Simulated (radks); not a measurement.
Values are calculated unless marked as measured or tabulated.
Coulomb parameter of the 4f shell of the holmium ion Ho3+ in the model configuration [Xe] 4f8.5 6p1.5, as a second difference U = [E(n + 0.25) + E(n - 0.25) - 2 E(n)] / (0.25)^2 with all orbitals relaxed. "Bare": the charge of the atom changes with n. "Screened": the 6p shell takes up the change at fixed total charge, which measures U(4f,4f) + U(6p,6p) - 2 U(4f,6p). Code: a radial shooting solver on a logarithmic mesh with Libxc functionals. Model: Dirac Kohn-Sham, PBE, spin-unpolarised, spherical densities, point nucleus; open shells are shared between the two j in proportion to 2j + 1.

case,configuration,E - E(n) (eV)
start,[Xe] 4f8.5 6p1.5,0.000
bare +0.25,[Xe] 4f8.75 6p1.5,-12.629
bare -0.25,[Xe] 4f8.25 6p1.5,13.962
screened +0.25,[Xe] 4f8.75 6p1.25,-7.569
screened -0.25,[Xe] 4f8.25 6p1.75,8.234

U(bare) = 21.333 eV, U(screened by 6p) = 10.631 eV.
